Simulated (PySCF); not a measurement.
HO3S, SMILES O=[S](=O)O, multiplicity 2. Geometry: PBE-D3(BJ)/def2-SVP. The isomer is the one that the SMILES or the coordinates give; other isomers of the formula were not compared. Other conformers were not sampled.

### Question
Give the equilibrium geometry at PBE-D3(BJ)/def2-SVP (PySCF confirms it by a frequency run) as bond lengths and angles. (Estimate from the structure and the level; the computed values follow.)

### Answer
One answer among several that fit: 
Atoms: O1 S2 O3 O4 H5. Bonds (Å): O1–S2 1.494, S2–O3 1.485, S2–O4 1.689, O4–H5 0.984. Angles (°): O1–S2–O3 123.2, O1–S2–O4 107.5, O3–S2–O4 104.9, S2–O4–H5 105.5.
Charge 0, spin multiplicity 2.
